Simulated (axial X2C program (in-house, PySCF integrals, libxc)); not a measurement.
# Worked dissociation energy of NbN⁻: LDA, spin-free

Computed with an in-house all-electron X2C program for linear molecules (integrals from PySCF). Spin-free means the one-electron spin-free X2C Hamiltonian. Basis: Nb dyall-av3z [12s13p10d3f2g], N dyall-av3z [7s7p3d2f] (cores contracted in-house); Gaussian nuclei, density fitting, unrestricted open shells. Masses: Nb 92.906 u, N 14.003 u.

Molecular state: M_S = 1/2, Λ = 2 (beyond evenly filled blocks: δ+α).

* E(Nb-) (2M_S = 4, M_L = 1): -3814.843977 hartree
* E(N) (2M_S = 3, M_L = 0): -54.165548 hartree
* E(NbN⁻) at Re: -3869.317184 hartree
* ωe: 1074.5 cm⁻¹
* ωexe: 3.47 cm⁻¹

Question: Work out De and D0.

Answer: De = -3814.843977 + (-54.165548) − (-3869.317184) = 0.30766 hartree = 8.372 eV. The zero-point energy is ωe/2 − ωexe/4 = 536 cm⁻¹ = 0.067 eV, so D0 = 8.305 eV.

The state is a single determinant with fixed occupations, the lowest that a limited PBE0 search found. De is counted from the lowest determinant-based energies of the atoms at the same level, without counterpoise correction. Other states lie close and PBE0, whose exact exchange favours high spin, may order them wrongly; the determinant shown need not be the ground state. The nearest other spin-free determinant of the search, M_S = 3/2, Λ = 0, lies 0.11 eV up at the distance of the search. Without a current term, density functionals place determinants with orbital angular momentum somewhat too high. The highest occupied level of some functionals is positive through self-interaction error; at Hartree–Fock it is bound.

LDA overbinds, often by about an eV.

Each atomic determinant is the lowest at this level and need not be a pure term. Totals compare only within one Hamiltonian and basis.
